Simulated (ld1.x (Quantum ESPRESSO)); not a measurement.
oxygen: excitation energies, all-electron against RRKJ

ld1.x (Quantum ESPRESSO) 7.5 input, shortened:

```
&input
   title='O', zed=8., rel=1, dft='PBE', iswitch=3,
   config='[He] 2s2 2p4'
 /
 &inputp
   pseudotype=2, tm=.false., lloc=-1, rcloc=0.95,
   nlcc=.true., rcore=0.95
 /
2
2S  1  0   2.00   0.00  0.95  0.95  0.0
2P  2  1   4.00   0.00  2.00  2.00  0.0
 &test
   configts(1)='2s2 2p4'
 /
```

Energies are relative to the spin-unpolarised reference configuration 2s2 2p4; without spin polarisation the order of configurations can differ from experiment.

```csv
valence configuration,charge,ΔE all-electron (eV),error AE − PS (meV)
2s2 2p3,+1,16.431,+96
2s2 2p2,+2,50.017,+811
2s2 2p0,+4,180.791,+8202
2s2 2p4.3,-0.3,-2.123,+1.6
2s0 2p6,0,29.937,-102
```

Question: What are ΔE and the potential's error for 2s2 2p1?

Answer: ΔE = 103.886 eV all-electron; the error (AE − PS) is +3088 meV.

Question: What are ΔE and the potential's error for 2s2 2p3.5?

Answer: ΔE = 6.286 eV all-electron; the error (AE − PS) is +14 meV.
